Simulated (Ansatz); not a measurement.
C3H2BrF can be A, `FC1=C(Br)C1`, or B, `FC1(Br)C=C1`.

Gas-phase electronic energies from Ansatz, PBE0-D4/def2-TZVP geometries. CCSD(T)/CBS adds triple-zeta CCSD(T) − MP2 to the extrapolated MP2 energy (def2 sets, frozen cores). Functionals use def2-TZVPP. B3LYP here is the variant with VWN-RPA as its local correlation; programs differ in this. For Br outer-core shells are correlated without core-valence functions, which leaves a few kJ/mol of doubt a bond. Scalar relativity is left out up to krypton.

A:

```xyz
7

F    -0.3585    1.8637   -1.0529
C    -0.2010    0.7155   -0.4588
C    -0.5610   -0.5009   -0.2827
Br   -1.6248   -1.9512   -0.6189
C     0.6256    0.0027    0.5373
H     1.6316   -0.3303    0.2737
H     0.4881    0.2005    1.6024
```

B:

```xyz
7

F    -1.0216   -1.4492   -0.4355
C    -0.3286   -0.4704    0.2134
Br   -0.5335   -0.7852    2.1140
C     0.8649    0.0992   -0.3613
C    -0.2041    0.8501   -0.3522
H     1.9074   -0.0324   -0.6002
H    -0.6844    1.7880   -0.5781
```

Q: Which is lower in electronic energy at CCSD(T)/CBS, and by how much? (An estimate is asked.)

A: Computed: B, by 13.5 kcal/mol.

Q: Give E(B) − E(A) in kcal/mol with PBE0-D4, r2SCAN-D4, CCSD/def2-TZVPP, B3LYP-D4, HF/def2-TZVPP, PBE-D4, CCSD(T)/def2-TZVPP. (Estimate.)

A: Computed: PBE0-D4 -11.9, r2SCAN-D4 -13.1, CCSD/def2-TZVPP -12.2, B3LYP-D4 -12.5, HF/def2-TZVPP -14.8, PBE-D4 -10.7, CCSD(T)/def2-TZVPP -11.8. None reverses the order clearly.

Largest T1 diagnostic: 0.010.

From PBE to PBE0 (25 % exact exchange), in def2-TZVPP and without D4, E(B) − E(A) moves by −1.2 kcal/mol. In def2-TZVPP, CCSD(T) changes the Hartree–Fock value by +3.0 kcal/mol (the triples alone add +0.4 kcal/mol) and MP2 by +3.0 kcal/mol.
